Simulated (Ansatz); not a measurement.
`FCC([SiH3])Cl` → `FC(Cl)C[SiH3]`  (isomerisation)

Calculated with Ansatz (gas phase, PBE0-D4/def2-TZVP geometries, no zero-point term in ΔE). CCSD(T)/CBS adds triple-zeta CCSD(T) − MP2 to the extrapolated MP2 energy (def2 sets, frozen cores). Functionals use def2-TZVPP. B3LYP here is the variant with VWN-RPA as its local correlation; programs differ in this. One conformer a species, not always the lowest.

| level | ΔE (kJ/mol) | difference from CCSD(T)/CBS |
| --- | --- | --- |
| PBE-D4 | -23.9 | -3.9 |
| r2SCAN-D4 | -25.7 | -5.7 |
| PBE0-D4 | -22.9 | -2.9 |
| B3LYP-D4 | -20.2 | -0.2 |
| ωB97X-V | -21.6 | -1.6 |
| ωB97M-V | -21.9 | -1.9 |
| B2PLYP | -21.9 | -1.9 |
| PBE | -25.4 | -5.4 |
| r2SCAN | -26.0 | -6.0 |
| PBE0 | -24.2 | -4.2 |
| B3LYP | -22.7 | -2.7 |
| HF/def2-TZVPP | -19.0 | 1.0 |
| MP2/def2-TZVPP | -21.2 | -1.2 |
| SCS-MP2/def2-TZVPP | -19.6 | 0.4 |
| CCSD/def2-TZVPP | -20.1 | -0.1 |
| CCSD(T)/def2-TZVPP | -20.7 | -0.7 |
| HF/def2-QZVPP | -19.0 | 1.0 |
| MP2/def2-QZVPP | -20.8 | -0.8 |
| SCS-MP2/def2-QZVPP | -19.3 | 0.7 |
| HF/CBS(def2) | -19.1 | 0.9 |
| MP2/CBS(def2) | -20.5 | -0.5 |
| CCSD/CBS(def2) | -19.4 | 0.6 |
| CCSD(T)/CBS | -20.0 | 0 |

Largest T1 diagnostic among the species: 0.011.
